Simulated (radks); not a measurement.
Values are calculated unless marked as measured or tabulated.
All-electron atom: Yb38+ in [Ar] 3d10 4s2 4p2.

Code: a radial shooting solver on a logarithmic mesh with Libxc functionals. Model: non-relativistic Kohn-Sham, LDA (Slater exchange, Perdew-Wang correlation), spin-unpolarised, spherical densities, point nucleus; relativity is left out, which matters for an element this heavy.

Energy parts (eV):
| part | energy |
|---|---|
| total | -340409.71 |
| kinetic | 340328.27 |
| electron-nucleus | -749658.26 |
| Hartree | 74570.44 |
| exchange-correlation | -5650.16 |

Orbitals (lengths in bohr, moments of r in powers of bohr; r(90%) holds 90 % of the orbital's charge):
orbital  occ.  eigenvalue (eV)      <r>      <r^2>  r(90%)
1s          2        -58400.24  0.02166  0.0006272  0.0385
2s          2        -10866.31  0.09164   0.009841   0.140
2p          6        -10469.23  0.07756   0.007286   0.125
3s          2        -3644.427   0.2305    0.06038   0.335
3p          6        -3466.181   0.2199    0.05578   0.326
3d         10        -3138.521   0.1928    0.04327   0.297
4s          2        -1757.208   0.4552     0.2324   0.641
4p          2        -1680.751   0.4519     0.2305   0.642
4d          0        -1546.794   0.4394     0.2203   0.637
5s          0        -1033.441   0.7592     0.6440    1.05

The highest occupied level is 4p at -1680.8 eV. Summed over all electrons, <r^2> = 1.879 bohr^2, which gives a Langevin (diamagnetic) susceptibility term of -1.49 x 10^-6 cm^3/mol.
